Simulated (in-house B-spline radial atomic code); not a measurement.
Radial electron density of Ne⁷⁺, [He] 2s1. Level of theory: non-relativistic RPBE, spin-polarised, spherical fractional occupations, point nucleus; calculated with an all-electron radial atomic-structure program (B-spline basis).

Columns: r (bohr), 4πr²n(r) (electrons per bohr), bar.

```
 0.00575   0.2313 #
 0.00669   0.3073 #
 0.00778   0.4066 ##
 0.00904   0.5353 ##
  0.0105   0.7013 ###
  0.0122    0.915 ####
  0.0142    1.191 #####
  0.0165    1.536 ######
  0.0192     1.97 ########
  0.0224    2.515 ##########
   0.026    3.153 #############
  0.0302    3.911 ################
  0.0351     4.79 ####################
  0.0409    5.793 ########################
  0.0475    6.849 ############################
  0.0553    7.947 #################################
  0.0643    8.983 #####################################
  0.0747    9.861 #########################################
  0.0869    10.48 ###########################################
   0.101     10.7 ############################################
   0.118    10.44 ###########################################
   0.137    9.667 ########################################
   0.159    8.444 ###################################
   0.185    6.873 ############################
   0.215    5.206 #####################
    0.25    3.677 ###############
   0.291    2.501 ##########
   0.338    1.807 #######
   0.393     1.55 ######
   0.457    1.582 #######
   0.531    1.685 #######
   0.618    1.668 #######
   0.718    1.449 ######
   0.835    1.073 ####
   0.971   0.6651 ###
    1.13   0.3381 #
    1.31   0.1413 #
    1.53  0.04319 
    1.78 0.009961 
    2.07 0.001644 
     2.4 0.0001892
```

On this grid the curve has 2 maxima, near 0.101, 0.531 bohr.

The 2s up radial function P(r) = rR(r), positive near the nucleus:

| r (bohr) | P |
| --- | --- |
| 0.002 | 0.03748 |
| 0.0027 | 0.05025 |
| 0.00366 | 0.06745 |
| 0.00494 | 0.08987 |
| 0.00669 | 0.1196 |
| 0.00904 | 0.1578 |
| 0.0122 | 0.2061 |
| 0.0165 | 0.2666 |
| 0.0224 | 0.3403 |
| 0.0302 | 0.4224 |
| 0.0409 | 0.5093 |
| 0.0553 | 0.5857 |
| 0.0747 | 0.6282 |
| 0.101 | 0.6024 |
| 0.137 | 0.4637 |
| 0.185 | 0.1816 |
| 0.25 | -0.2444 |
| 0.338 | -0.7416 |
| 0.457 | -1.154 |
| 0.618 | -1.282 |
| 0.835 | -1.036 |
| 1.13 | -0.5814 |
| 1.53 | -0.2078 |
| 2.07 | -0.04054 |
